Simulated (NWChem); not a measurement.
System: C$_{2}$H$_{4}$ClFSi; SMILES F/C=C(/[SiH3])Cl

NWChem input:

```
start job
memory heap 200 mb stack 900 mb global 1100 mb
geometry units angstroms noautoz
  F     -0.884283     2.207423     0.000000
  C     -1.105709     0.906754     0.000000
  C     -0.134664    -0.012840     0.000000
  Si    -0.452690    -1.860353     0.000000
  Cl     1.527455     0.489530     0.000000
  H     -2.168484     0.645115     0.000000
  H      0.155557    -2.474191    -1.215524
  H      0.155557    -2.474191     1.215524
  H     -1.930962    -2.077349     0.000000
end
basis spherical
  * library 6-31g*
end
dft
  xc m05-2x
  iterations 150
  mulliken
end
task dft energy
```

NWChem printed, in part:

```
             Northwest Computational Chemistry Package (NWChem) 7.3.0
             --------------------------------------------------------

 CS  symmetry detected

                             Geometry "geometry" -> ""
                             -------------------------

 Output coordinates in angstroms (scale by  1.889725989 to convert to a.u.)

  No.       Tag          Charge          X              Y              Z
 ---- ---------------- ---------- -------------- -------------- --------------
    1 F                    9.0000    -0.93494236     2.16935200     0.00000000
    2 C                    6.0000    -1.13077063     0.86458359     0.00000000
    3 C                    6.0000    -0.14184529    -0.03575423     0.00000000
    4 Si                  14.0000    -0.42351076    -1.88915904     0.00000000
    5 Cl                  17.0000     1.51008252     0.49917540     0.00000000
    6 H                    1.0000    -2.18819991     0.58211415     0.00000000
    7 H                    1.0000     0.19667925    -2.49092797    -1.21552400
    8 H                    1.0000     0.19667925    -2.49092797     1.21552400
    9 H                    1.0000    -1.89723396    -2.13515760     0.00000000

 Effective nuclear repulsion energy (a.u.)     267.4226410506

      Symmetry information
      --------------------

 Group name             Cs
 Group number              2
 Group order               2
 No. of unique centers     8

                                 NWChem DFT Module
                                 -----------------

 Summary of "ao basis" -> "ao basis" (spherical)
 ------------------------------------------------------------------------------
       Tag                 Description            Shells   Functions and Types
 ---------------- ------------------------------  ------  ---------------------
 F                           6-31g*                  6       14   3s2p1d
 C                           6-31g*                  6       14   3s2p1d
 Si                          6-31g*                  8       18   4s3p1d
 Cl                          6-31g*                  8       18   4s3p1d
 H                           6-31g*                  2        2   2s

      Symmetry analysis of basis
      --------------------------

        a'         62
        a"         24

            General Information
            -------------------
          SCF calculation type: DFT
          Wavefunction type:  closed shell.
          No. of atoms     :     9
          No. of electrons :    56
           Alpha electrons :    28
            Beta electrons :    28
          Charge           :     0
          Spin multiplicity:     1
          Use of symmetry is: on ; symmetry adaption is: on
          Maximum number of iterations: 150
          AO basis - number of functions:    86
                     number of shells:    42
          Convergence on energy requested:  1.00D-06
          Convergence on density requested:  1.00D-05
          Convergence on gradient requested:  5.00D-04

              XC Information
              --------------
                       M05-2X Method XC Functional
                     Hartree-Fock (Exact) Exchange  0.560
                M05-2X metaGGA Exchange Functional  0.440
                      M05-2X Correlation Potential  1.000

             Grid Information
             ----------------
          Grid used for XC integration:  medium
          Radial quadrature: Mura-Knowles
          Angular quadrature: Lebedev.
          Tag              B.-S. Rad. Rad. Pts. Rad. Cut. Ang. Pts.
          ---              ---------- --------- --------- ---------
          F                   0.50       49          12.0       434
          C                   0.70       49          10.0       434
          Si                  1.10       88           9.0       590
          Cl                  1.00       88          11.0       590
          H                   0.35       45          11.0       434
          Grid pruning is: on
          Number of quadrature shells:   458
          Spatial weights used:  Erf1

      Superposition of Atomic Density Guess
      -------------------------------------

 Sum of atomic energies:        -924.95366071

      Non-variational initial energy
      ------------------------------

 Total energy =    -926.819947
 1-e energy   =   -1810.630841
 2-e energy   =     616.388253
 HOMO         =      -0.250902
 LUMO         =       0.055612

      Symmetry analysis of molecular orbitals - initial
      -------------------------------------------------

  Numbering of irreducible representations:

     1 a'          2 a"

  Orbital symmetries:

     1 a'          2 a'          3 a'          4 a'          5 a'
     6 a'          7 a'          8 a'          9 a"         10 a'
    11 a'         12 a"         13 a'         14 a'         15 a'
    16 a'         17 a'         18 a'         19 a'         20 a"
    21 a'         22 a"         23 a'         24 a'         25 a'
    26 a"         27 a'         28 a"         29 a"         30 a'
    31 a'         32 a'         33 a"         34 a'         35 a'
    36 a'         37 a'         38 a'

     ---------------------------------------------
      Total Density - Mulliken Population Analysis
     ---------------------------------------------

    Atom       Charge   Shell Charges
 -----------   ------   -------------------------------------------------------
    1 F    9     9.42   2.00  0.94  3.39  1.00  2.08  0.01
    2 C    6     5.55   2.00  0.70  1.62  0.49  0.69  0.07
    3 C    6     6.30   2.00  0.72  1.79  0.62  1.14  0.04
    4 Si  14    13.60   2.00  2.00  5.97  0.98  1.70  0.30  0.52  0.12
    5 Cl  17    17.14   2.00  2.00  5.98  1.38  3.61  0.54  1.61  0.02
    6 H    1     0.81   0.47  0.35
    7 H    1     1.06   0.47  0.59
    8 H    1     1.06   0.47  0.59
    9 H    1     1.06   0.47  0.59

   convergence    iter        energy       DeltaE   RMS-Dens  Diis-err
 ---------------- ----- ----------------- --------- --------- ---------
 d= 0,ls=0.0,diis     1   -927.9476248823 -1.20D+03  1.12D-02  5.58D-01
 d= 0,ls=0.0,diis     2   -927.9739787097 -2.64D-02  5.80D-03  4.40D-01
 d= 0,ls=0.0,diis     3   -928.0182916720 -4.43D-02  1.08D-03  1.98D-02
 d= 0,ls=0.0,diis     4   -928.0200468017 -1.76D-03  4.12D-04  1.74D-03
 d= 0,ls=0.0,diis     5   -928.0202151823 -1.68D-04  1.49D-04  1.82D-04
  Resetting Diis
 d= 0,ls=0.0,diis     6   -928.0202379941 -2.28D-05  5.22D-05  1.94D-05
 d= 0,ls=0.0,diis     7   -928.0202405265 -2.53D-06  2.15D-05  1.96D-06
 d= 0,ls=0.0,diis     8   -928.0202405039  2.27D-08  1.12D-05  2.31D-06
 d= 0,ls=0.0,diis     9   -928.0202407707 -2.67D-07  1.87D-06  3.03D-08

         Total DFT energy =     -928.020240770707
      One electron energy =    -1812.784264761851
           Coulomb energy =      689.261032497146
    Exchange-Corr. energy =      -71.919649556625
 Nuclear repulsion energy =      267.422641050621

 Numeric. integr. density =       56.000001646683

                  Occupations of the irreducible representations
                  ----------------------------------------------

                     irrep           alpha         beta
                     --------     --------     --------
                     a'               22.0         22.0
                     a"                6.0          6.0

                       DFT Final Molecular Orbital Analysis
                       ------------------------------------

 Vector   26  Occ=2.000000D+00  E=-4.079222D-01  Symmetry=a"
              MO Center=  4.4D-01, -1.3D+00, -1.6D-14, r^2= 4.1D+00
   Bfn.  Coefficient  Atom+Function         Bfn.  Coefficient  Atom+Function
  ----- ------------  ---------------      ----- ------------  ---------------
    69      0.410298  5 Cl pz                51     -0.339582  4 Si pz
    82      0.223610  7 H  s                 84     -0.223610  8 H  s
    73      0.207263  5 Cl pz                81      0.197829  7 H  s
    83     -0.197829  8 H  s                 65     -0.158874  5 Cl pz
    47      0.137570  4 Si pz                33      0.093044  3 C  pz

 Vector   27  Occ=2.000000D+00  E=-3.690237D-01  Symmetry=a'
              MO Center=  9.0D-01,  1.1D-01, -4.0D-16, r^2= 2.9D+00
   Bfn.  Coefficient  Atom+Function         Bfn.  Coefficient  Atom+Function
  ----- ------------  ---------------      ----- ------------  ---------------
    68      0.632532  5 Cl py                72      0.346518  5 Cl py
    64     -0.243531  5 Cl py                32     -0.227233  3 C  py
    50      0.210662  4 Si py                34      0.157495  3 C  s
    20     -0.142074  2 C  s                 86     -0.135307  9 H  s
    67     -0.106427  5 Cl px                49      0.101097  4 Si px

 Vector   28  Occ=2.000000D+00  E=-3.161615D-01  Symmetry=a"
              MO Center= -1.4D-02,  4.4D-01, -1.5D-15, r^2= 3.0D+00
   Bfn.  Coefficient  Atom+Function         Bfn.  Coefficient  Atom+Function
  ----- ------------  ---------------      ----- ------------  ---------------
    69      0.414860  5 Cl pz                19     -0.341629  2 C  pz
    33     -0.328565  3 C  pz                73      0.273411  5 Cl pz
    37     -0.254255  3 C  pz                23     -0.224293  2 C  pz
     5      0.217798  1 F  pz                 9      0.185911  1 F  pz
    65     -0.158708  5 Cl pz                82     -0.120550  7 H  s

 Vector   29  Occ=0.000000D+00  E= 3.089572D-02  Symmetry=a"
              MO Center= -6.1D-01,  1.9D-01, -2.6D-15, r^2= 3.0D+00
   Bfn.  Coefficient  Atom+Function         Bfn.  Coefficient  Atom+Function
  ----- ------------  ---------------      ----- ------------  ---------------
    23      0.584455  2 C  pz                37     -0.508587  3 C  pz
    19      0.459404  2 C  pz                33     -0.328752  3 C  pz
    82     -0.310688  7 H  s                 84      0.310688  8 H  s
    55     -0.290431  4 Si pz                 9     -0.197304  1 F  pz
     5     -0.188393  1 F  pz                51     -0.170574  4 Si pz

 Vector   30  Occ=0.000000D+00  E= 6.023685D-02  Symmetry=a'
              MO Center= -1.3D-01, -1.4D+00, -3.6D-14, r^2= 5.3D+00
   Bfn.  Coefficient  Atom+Function         Bfn.  Coefficient  Atom+Function
  ----- ------------  ---------------      ----- ------------  ---------------
    34      1.118713  3 C  s                 54     -1.094145  4 Si py
    71      0.440651  5 Cl px                35      0.404098  3 C  px
    20      0.314088  2 C  s                 36     -0.305673  3 C  py
    82     -0.303536  7 H  s                 84     -0.303536  8 H  s
    70     -0.280022  5 Cl s                 52     -0.272382  4 Si s

 Vector   31  Occ=0.000000D+00  E= 6.978911D-02  Symmetry=a'
              MO Center= -6.2D-03, -8.1D-01,  5.1D-14, r^2= 5.5D+00
   Bfn.  Coefficient  Atom+Function         Bfn.  Coefficient  Atom+Function
  ----- ------------  ---------------      ----- ------------  ---------------
    54      0.665007  4 Si py                86      0.646573  9 H  s
    53      0.617735  4 Si px                71      0.557093  5 Cl px
    70     -0.476299  5 Cl s                 35      0.468003  3 C  px
    80      0.382240  6 H  s                 36      0.327215  3 C  py
    67      0.271312  5 Cl px                66     -0.252475  5 Cl s

     ---------------------------------------------
      Total Density - Mulliken Population Analysis
     ---------------------------------------------

    Atom       Charge   Shell Charges
 -----------   ------   -------------------------------------------------------
    1 F    9     9.27   2.00  0.92  3.31  1.03  1.99  0.02
    2 C    6     5.80   2.00  0.68  1.94  0.44  0.66  0.07
    3 C    6     6.36   2.00  0.67  1.99  0.62  1.05  0.04
    4 Si  14    13.62   2.00  2.00  5.96  0.98  1.93  0.24  0.34  0.17
    5 Cl  17    16.98   2.00  2.00  5.98  1.39  3.58  0.53  1.47  0.03
    6 H    1     0.81   0.52  0.29
    7 H    1     1.05   0.49  0.55
    8 H    1     1.05   0.49  0.55
    9 H    1     1.07   0.50  0.57

     -------------------------------------------
      Total Density - Lowdin Population Analysis
     -------------------------------------------

    Atom       Charge   Shell Charges
 -----------   ------   -------------------------------------------------------
    1 F    9     9.08   1.99  0.91  3.18  0.81  2.15  0.04
    2 C    6     5.99   1.99  0.53  1.75  0.40  1.14  0.18
    3 C    6     6.34   1.99  0.56  1.84  0.45  1.42  0.09
    4 Si  14    13.73   2.00  1.98  5.89  0.68  1.73  0.38  0.86  0.21
    5 Cl  17    16.93   2.00  1.99  5.91  1.14  3.32  0.65  1.88  0.04
    6 H    1     0.85   0.49  0.36
    7 H    1     1.03   0.49  0.54
    8 H    1     1.03   0.49  0.54
    9 H    1     1.03   0.49  0.55

     Multipole analysis of the density
     ---------------------------------

     L   x y z        total         alpha         beta         nuclear
     -   - - -        -----         -----         ----         -------
     0   0 0 0     -0.000000    -28.000000    -28.000000     56.000000

     1   1 0 0     -0.696676     -0.348338     -0.348338     -0.000000
     1   0 1 0     -0.470106     -0.235053     -0.235053     -0.000000
     1   0 0 1      0.000000      0.000000      0.000000      0.000000

     2   2 0 0    -30.782213   -132.167955   -132.167955    233.553697
     2   1 1 0     -0.097324     -3.126041     -3.126041      6.154759
     2   1 0 1     -0.000000     -0.000000     -0.000000      0.000000
     2   0 2 0    -33.439718   -228.047571   -228.047571    422.655425
     2   0 1 1     -0.000000     -0.000000     -0.000000      0.000000
     2   0 0 2    -33.111269    -21.831877    -21.831877     10.552485
```

Level: M05-2X/6-31G* (spherical d). Coordinates come from a PBE0/def2-SVP optimisation.
